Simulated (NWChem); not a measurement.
# C4H7N; SMILES C=C=CCN

```xyz
12

C     -0.4981    -2.1731     0.0000
C      0.2751    -1.1053     0.0000
C      1.0193    -0.0157     0.0000
C      0.4532     1.3998     0.0000
N     -0.9917     1.5439     0.0000
H     -0.8303    -2.6466    -0.9408
H     -0.8303    -2.6466     0.9408
H      2.1219    -0.1174     0.0000
H      0.8702     1.9389     0.8815
H      0.8702     1.9389    -0.8815
H     -1.3782     1.0454     0.8136
H     -1.3782     1.0454    -0.8136
```
Atoms are numbered in this order, from 1.

Results from NWChem. All runs use the structure optimised with PBE-D3(BJ)/def2-SVP. Level M06-2X/def2-SVP: energy and gradient on several grids; changes count from the extra-fine grid, which is no exact limit either.

Task: Which is the coarsest grid (fine; medium; xfine; xcoarse; coarse) from which on the energy stays within 50 μHa and each gradient component within 100 μHa/bohr of xfine?

Result: fine.
```json
[
 {"grid": "xcoarse", "size of the energy change (μHa)": "30000", "largest change of a gradient component (μHa/bohr)": "2000", "time, medium = 1 (rough)": "about 1"},
 {"grid": "coarse", "size of the energy change (μHa)": "200", "largest change of a gradient component (μHa/bohr)": "600", "time, medium = 1 (rough)": "about 1"},
 {"grid": "medium", "size of the energy change (μHa)": "10", "largest change of a gradient component (μHa/bohr)": "200", "time, medium = 1 (rough)": "about 1"},
 {"grid": "fine", "size of the energy change (μHa)": "< 10", "largest change of a gradient component (μHa/bohr)": "40", "time, medium = 1 (rough)": "about 1"},
 {"grid": "xfine", "size of the energy change (μHa)": "< 10", "largest change of a gradient component (μHa/bohr)": "< 30", "time, medium = 1 (rough)": "3"}
]
```
